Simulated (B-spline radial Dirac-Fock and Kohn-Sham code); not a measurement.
Dipole and non-dipole photoemission parameters of Cu³⁺ 3p3/2

System: the Cu³⁺ ion, [Ar] 3d8; threshold 127.0 eV (orbital energy of the model). Calculated with a radial finite-basis atomic code, using Dirac-Hartree-Slater photoionisation with a Latter tail; cross sections with all multipoles, angular parameters from the dipole term and its interference with E2.

For linearly polarised light dσ/dΩ = σ/(4π) [1 + β P₂(cos θ) + (δ + γ cos²θ) sin θ cos φ], with θ from the polarisation vector and φ the angle between the beam and the projection of the electron momentum on the plane normal to the polarisation.

| hν (eV) | σ (kb) | β | γ | δ |
| --- | --- | --- | --- | --- |
| 148 | 511 | 0.045 | 0.015 | 0.066 |
| 149 | 514 | 0.075 | 0.023 | 0.065 |
| 268 | 489 | 1.334 | 0.092 | 0.003 |
| 300 | 439 | 1.418 | 0.056 | 0.001 |
| 312 | 421 | 1.442 | 0.044 | 0.001 |
| 400 | 309 | 1.549 | -0.010 | 0.000 |
| 484 | 232 | 1.595 | -0.023 | 0.001 |
| 492 | 226 | 1.598 | -0.023 | 0.001 |
| 493 | 225 | 1.598 | -0.023 | 0.001 |
| 678 | 128 | 1.628 | 0.015 | 0.004 |
| 889 | 74.7 | 1.619 | 0.095 | 0.006 |
| 1000 | 58.0 | 1.607 | 0.141 | 0.008 |
| 1486.9 | 23.0 | 1.539 | 0.333 | 0.015 |
| 1520 | 21.8 | 1.534 | 0.345 | 0.016 |
| 1760 | 15.1 | 1.498 | 0.429 | 0.020 |
| 2000 | 10.9 | 1.462 | 0.504 | 0.024 |
| 2160 | ? | ? | ? | ? |
| 2230 | 8.16 | 1.429 | 0.571 | 0.028 |
| 2470 | 6.20 | 1.396 | 0.634 | 0.033 |
| 2510 | 5.93 | 1.391 | 0.644 | 0.034 |
| 2984.4 | 3.68 | 1.329 | 0.752 | 0.044 |
| 4520 | 1.10 | 1.163 | 1.009 | 0.077 |
| 6000 | 0.463 | 1.037 | 1.178 | 0.109 |
| 6390 | 0.380 | 1.007 | 1.214 | 0.117 |

Task: Give the values at 2160 eV.

Result: σ = 8.88 kb, β = 1.439, γ = 0.551, δ = 0.027.
